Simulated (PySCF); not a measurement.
# Computed properties of 3,3-difluoro-2-methylprop-1-ene (C₄H₆F₂), SMILES C=C(C)C(F)F

3,3-difluoro-2-methylprop-1-ene (C4H6F2), SMILES CC(=C)C(F)F. Geometry optimised at PBE0-D3(BJ)/def2-SVP. One conformer was computed; it need not be the lowest. All values are computed for the isolated molecule unless a solvent is named; none is compared with measurement here.

**Structure.** All 30 harmonic modes at PBE0-D3(BJ)/def2-SVP (PySCF) are real, so it is a minimum. With heavy atoms numbered as in [CH2:1]=[C:2]([CH3:3])[CH:4]([F:5])[F:6], the shortest bond between them is C1–C2 at 1.334 Å and the longest C2–C4 at 1.503 Å.

**Vibrations.** The strongest infrared lines (harmonic, unscaled, degenerate partners summed) lie at 1147 cm⁻¹ (150 km/mol, C 57 %, F 31 %, H 12 %), 1181 cm⁻¹ (127 km/mol, C 56 %, F 29 %, H 14 %), 3057 cm⁻¹ (53 km/mol, H 92 %). The softest mode is at 73 cm⁻¹ and the zero-point energy is 59.0 kcal/mol.

**Electronic structure.** r2SCAN/def2-TZVP (PySCF) places the frontier levels at -6.88 and -1.06 eV, a gap of 5.82 eV, and gives a dipole moment of 2.08 D and a mean polarisability of 50.5 bohr³. PBE/def2-TZVP (PySCF) at the same geometry gives -6.67 and -1.29 eV, so its gap is 0.44 eV narrower. An orbital gap is neither the optical nor the fundamental gap.

**Excitations.** TDA-PBE0/def2-SVPD (PySCF) has S1 at 7.32 eV (169 nm, f = 0.119, bright); the most intense of the 10 singlets computed lies at 7.80 eV (f = 0.35). T1 (TDA) is at 4.25 eV, 3.07 eV under S1. TDA-PBE/def2-SVPD (PySCF) puts S1 at 6.68 eV. No vertical singlet excitation falls in the visible range (under 3.1 eV).

**NMR.** GIAO shifts at PBE0/pcSseg-1 (PySCF) (non-relativistic, atoms alike by connectivity averaged): ¹³C from 21.7 to 149.7 ppm against TMS; ¹H from 2.2 to 6.2 ppm against TMS; ¹⁹F at -152.0 ppm against CFCl3.
